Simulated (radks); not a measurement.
Coulomb parameter of the 4d shell of neutral silver in the model configuration [Kr] 4d9.5 5s1.5, as a second difference U = [E(n + 0.25) + E(n - 0.25) - 2 E(n)] / (0.25)^2 with all orbitals relaxed. "Bare": the charge of the atom changes with n. "Screened": the 5s shell takes up the change at fixed total charge, which measures U(4d,4d) + U(5s,5s) - 2 U(4d,5s). All-electron calculation, scalar-relativistic Kohn-Sham, LDA (Slater exchange, Perdew-Wang correlation), spin-unpolarised, spherical densities, finite nucleus; Fermi nuclear charge, rms radius 4.5454 fm. Program: a radial shooting solver on a logarithmic mesh with Libxc functionals.

| case | configuration | E - E(n) (eV) |
|---|---|---|
| start | [Kr] 4d9.5 5s1.5 | 0.000 |
| bare +0.25 | [Kr] 4d9.75 5s1.5 | -1.973 |
| bare -0.25 | [Kr] 4d9.25 5s1.5 | 2.657 |
| screened +0.25 | [Kr] 4d9.75 5s1.25 | -0.925 |
| screened -0.25 | [Kr] 4d9.25 5s1.75 | 1.055 |

U(bare) = 10.943 eV, U(screened by 5s) = 2.091 eV, against the Slater integral F0(4d,4d) = 17.972 eV with frozen orbitals. The step up makes a negative ion, whose loosely bound charge lowers the bare value.
